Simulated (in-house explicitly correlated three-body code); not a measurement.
Computed with an exponentially correlated three-body code. Model: two electrons around a point charge, non-relativistic, variational in 260 exponentially correlated functions (energies converged to about 1e-7 hartree, or 1e-8 relative for large Z).

Command:
```bash
python run_hyl.py task.json out
```
Settings (lengths in bohr, energies in hartree):
```
Z                      2.5
nuclear_mass           1000
interaction_strength   1
functions              260
states_tried           13
```

Run time, properties included: 35 s on 1 thread of Intel(R) Xeon(R) Platinum 8375C CPU @ 2.90GHz (Ice Lake) (shared host).

**Those bound S and P states to n = 4 that converged, binding against the one-electron ion.**

Given: nuclear charge 2.5; mass of the centre 1000 electron masses.

Computed: one-electron threshold -3.12187812 hartree.

```json
{"term": "1 1S", "energy (hartree)": "-4.8368567", "binding (eV)": "46.667"}
{"term": "2 3S", "energy (hartree)": "-3.48301987", "binding (eV)": "9.8272"}
{"term": "2 1S", "energy (hartree)": "-3.43391007", "binding (eV)": "8.4908"}
{"term": "2 3P", "energy (hartree)": "-3.42034846", "binding (eV)": "8.1218"}
{"term": "2 1P", "energy (hartree)": "-3.39921287", "binding (eV)": "7.5467"}
{"term": "3 3S", "energy (hartree)": "-3.26813349", "binding (eV)": "3.9798"}
{"term": "3 1S", "energy (hartree)": "?", "binding (eV)": "?"}
{"term": "3 3P", "energy (hartree)": "-3.25202801", "binding (eV)": "3.5416"}
{"term": "3 1P", "energy (hartree)": "-3.24559091", "binding (eV)": "3.3664"}
{"term": "4 3S", "energy (hartree)": "?", "binding (eV)": "?"}
{"term": "4 1S", "energy (hartree)": "-3.19567644", "binding (eV)": "2.0082"}
{"term": "4 3P", "energy (hartree)": "-3.19434671", "binding (eV)": "1.972"}
{"term": "4 1P", "energy (hartree)": "-3.19162255", "binding (eV)": "1.8978"}
```

(1) What belongs in the row 3 1S?

(2) What belongs in the row 4 3S?

**Converged states only, values per electron or pair.**

```
term  mean r (bohr)  mean r squared (bohr²)  mean inverse r (1/bohr)  mean r12 (bohr)  mean inverse r12 (1/bohr)  mean cosine  mean p1 dot p2 (bohr⁻²)  delta r1 (bohr⁻³)  delta r12 (bohr⁻³)
1 1S        0.70927                 0.68814                   2.1858           1.0745                     1.2554    -0.051658                  0.22162              3.776             0.26394
2 3S         1.8807                  6.0711                   1.4663            3.245                    0.36564    -0.014071                  0.01217             2.6069                   -
2 1S          2.117                  7.9256                    1.446           3.6978                    0.36199    -0.014969                 0.014941             2.5819            0.027591
2 3P         1.8444                  6.0153                   1.4461           3.1875                    0.38976    -0.047797                 -0.16482             2.4447                   -
2 1P         1.9987                  7.1459                   1.4332           3.4542                    0.36736    0.0028574                  0.12658             2.4837           0.0034032
3 3S              ?                       ?                        ?                ?                          ?            ?                        ?                  ?                   -
3 1S         4.5207                  40.695                   1.3349           8.4691                    0.16373   -0.0045518                0.0041841              2.508           0.0079754
3 3P         4.2851                  36.913                   1.3349           8.0069                    0.17055    -0.013077                -0.044074             2.4699                   -
3 1P         4.5149                   41.14                   1.3312           8.4551                    0.16457   0.00099153                 0.038401             2.4806           0.0011624
4 3S         7.4408                  114.98                    1.299           14.299                   0.093586   -0.0016222                0.0012177             2.4926                   -
4 1S         7.9271                  131.12                   1.2968           15.269                    0.09264   -0.0019119                0.0016944             2.4911           0.0033079
4 3P              ?                       ?                        ?                ?                          ?            ?                        ?                  ?                   -
4 1P         8.0325                  135.83                   1.2952           15.479                   0.092882   0.00043619                 0.016259             2.4798          0.00051373
```

(3) What belongs in the row 3 3S?

(4) What belongs in the row 4 3P?

Answers

(1) energy (hartree): -3.25538127; binding (eV): 3.6328.

(2) energy (hartree): -3.20076649; binding (eV): 2.1467.

(3) mean r (bohr): 4.1603; mean r squared (bohr²): 34.095; mean inverse r (1/bohr): 1.3404; mean r12 (bohr): 7.7532; mean inverse r12 (1/bohr): 0.16561; mean cosine: -0.0039995; mean p1 dot p2 (bohr⁻²): 0.0031453; delta r1 (bohr⁻³): 2.5128.

(4) mean r (bohr): 7.7263; mean r squared (bohr²): 125.46; mean inverse r (1/bohr): 1.2968; mean r12 (bohr): 14.871; mean inverse r12 (1/bohr): 0.095305; mean cosine: -0.0053233; mean p1 dot p2 (bohr⁻²): -0.017823; delta r1 (bohr⁻³): 2.4755.
